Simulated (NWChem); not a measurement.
C4H4OS; SMILES Sc1ccco1

```xyz
10

S     -0.0046    -1.9931    -0.0616
C     -0.0990    -0.2413     0.0177
C     -1.1680     0.6108     0.0095
C     -0.6315     1.9374    -0.0185
C      0.7235     1.7938    -0.0240
O      1.0701     0.4786    -0.0128
H      0.4065    -2.2238     1.2087
H     -2.2083     0.3192     0.0285
H     -1.1815     2.8681    -0.0274
H      1.5465     2.4926    -0.0309
```
Atoms are numbered in this order, from 1.

All runs: NWChem. Medium grid unless said otherwise, to which SCAN and Minnesota functionals are sensitive. Geometry: optimised at B3LYP/6-31G* (spherical d).

Question: What does the run give for MN15-L/def2-SVP? Quantities: highest occupied level (eV); orbital gap (eV); dipole (D).

Answer: 
```yaml
highest occupied level (eV): -5.85
orbital gap (eV): 5.08
dipole (D): 1.61
```
